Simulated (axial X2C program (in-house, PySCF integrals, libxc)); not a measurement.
RuNC: the levels of the configuration d7 s0 p(π)0

Computed with an in-house all-electron X2C program for linear molecules (integrals from PySCF): two-component X2C with atomic mean-field Coulomb and Gaunt terms, basis Ru dyall-v3z, N dyall-av3z, C dyall-v3z (cores contracted in-house). Orbitals come from Hartree–Fock averaged over the configuration Ru d7 s0 p(π)0; CI then distributes these electrons over the d, s, p(π) shells of Ru.

Ru–N–C held linear, bonds 2.089 and 1.170 Å (the second held) (near the minimum of the configuration average).

Active spinors (ω > 0):

```json
{"shell": "d", "ω": "3/2", "ε (eV)": "-7.41", "character": "99% Ru d"}
{"shell": "d", "ω": "1/2", "ε (eV)": "-7.17", "character": "94% Ru d"}
{"shell": "d", "ω": "5/2", "ε (eV)": "-7.12", "character": "99% Ru d"}
{"shell": "d", "ω": "3/2", "ε (eV)": "-6.97", "character": "95% Ru d"}
{"shell": "d", "ω": "1/2", "ε (eV)": "-6.37", "character": "82% Ru d, 9% Ru s"}
{"shell": "s", "ω": "1/2", "ε (eV)": "-0.55", "character": "52% Ru s, 39% Ru p, 5% N p"}
{"shell": "p(π)", "ω": "1/2", "ε (eV)": "0.75", "character": "94% Ru p"}
{"shell": "p(π)", "ω": "3/2", "ε (eV)": "0.76", "character": "94% Ru p"}
```

Lowest levels of this model:

```json
{"Ω": "9/2", "energy (cm⁻¹)": "0", "g∥": "11.99", "μ (D)": "-8.49", "configuration": "100% d7"}
{"Ω": "7/2", "energy (cm⁻¹)": "738", "g∥": "8.12", "μ (D)": "-8.50", "configuration": "100% d7"}
{"Ω": "1/2", "energy (cm⁻¹)": "791", "g∥": "1.74", "μ (D)": "-8.52", "configuration": "100% d7"}
{"Ω": "3/2", "energy (cm⁻¹)": "1028", "g∥": "5.10", "μ (D)": "-8.52", "configuration": "100% d7"}
{"Ω": "5/2", "energy (cm⁻¹)": "1399", "g∥": "5.10", "μ (D)": "-8.52", "configuration": "100% d7"}
{"Ω": "5/2", "energy (cm⁻¹)": "1997", "g∥": "6.77", "μ (D)": "-8.52", "configuration": "100% d7"}
{"Ω": "3/2", "energy (cm⁻¹)": "2308", "g∥": "1.08", "μ (D)": "-8.51", "configuration": "100% d7"}
{"Ω": "1/2", "energy (cm⁻¹)": "2752", "g∥": "1.38", "μ (D)": "-8.53", "configuration": "100% d7"}
{"Ω": "3/2", "energy (cm⁻¹)": "2802", "g∥": "3.63", "μ (D)": "-8.52", "configuration": "100% d7"}
{"Ω": "7/2", "energy (cm⁻¹)": "3331", "g∥": "9.86", "μ (D)": "-8.60", "configuration": "100% d7"}
{"Ω": "1/2", "energy (cm⁻¹)": "3543", "g∥": "2.66", "μ (D)": "-8.52", "configuration": "100% d7"}
{"Ω": "5/2", "energy (cm⁻¹)": "4212", "g∥": "6.11", "μ (D)": "-8.59", "configuration": "100% d7"}
{"Ω": "3/2", "energy (cm⁻¹)": "4787", "g∥": "2.21", "μ (D)": "-8.59", "configuration": "100% d7"}
{"Ω": "1/2", "energy (cm⁻¹)": "5146", "g∥": "1.77", "μ (D)": "-8.59", "configuration": "100% d7"}
{"Ω": "5/2", "energy (cm⁻¹)": "10939", "g∥": "5.99", "μ (D)": "-8.40", "configuration": "100% d7"}
{"Ω": "7/2", "energy (cm⁻¹)": "12688", "g∥": "7.95", "μ (D)": "-8.51", "configuration": "100% d7"}
{"Ω": "9/2", "energy (cm⁻¹)": "15965", "g∥": "9.87", "μ (D)": "-8.54", "configuration": "100% d7"}
{"Ω": "7/2", "energy (cm⁻¹)": "17041", "g∥": "6.09", "μ (D)": "-8.50", "configuration": "99% d7"}
{"Ω": "9/2", "energy (cm⁻¹)": "18115", "g∥": "9.99", "μ (D)": "-8.54", "configuration": "100% d7"}
{"Ω": "11/2", "energy (cm⁻¹)": "19688", "g∥": "12.00", "μ (D)": "-8.65", "configuration": "100% d7"}
{"Ω": "9/2", "energy (cm⁻¹)": "20926", "g∥": "8.15", "μ (D)": "-8.64", "configuration": "100% d7"}
```

g∥ is the magnitude of 2⟨Lz + ge Sz⟩ for the +Ω component. μ is positive if the C end is positive.

Problem. From Ω and g∥ of the lowest level, whose 2⟨Lz + ge Sz⟩ is positive, find ⟨Sz⟩ and ⟨Lz⟩ (ge = 2.0023).

Solution. Ω = ⟨Lz⟩ + ⟨Sz⟩ = 9/2 and ⟨Lz⟩ + ge⟨Sz⟩ = 5.995, so ⟨Sz⟩ = 1.49 and ⟨Lz⟩ = 3.01.

Occupations of the active spinors in the lowest level by ω, shell by shell in order of energy: -5/2: 0.00; -3/2: 0.94 0.06 0.00; -1/2: 0.98 0.02 0.00 0.00; 1/2: 1.00 1.00 0.00 0.00; 3/2: 1.00 1.00 0.00; 5/2: 1.00. The leading determinant has weight 0.92 among 463.

This point took 3.7 s on 1 thread of AMD EPYC 7R43 64-Core Processor (Zen 3), on a shared host.

Dynamic correlation is missing, so gaps between terms are too wide and other configurations may lie lower; the lowest level listed is that of this model, not necessarily the ground state. For d shells the ligand-field splittings (σ, π, δ) and their order can be off by a thousand cm⁻¹ or more. At most 4 roots were kept for each Ω > 0 (twice that for Ω = 0) within 3.2 eV of the lowest, so higher up levels can be missing between those listed; levels with Ω > 0 are doubly degenerate and listed once, Ω = 0 levels singly. Some active spinors are only partly of the character that their shell is named for, so the shell names and counts are nominal. States that fill the shells left empty in the average are placed too high. The molecule was held linear; bending was not examined.
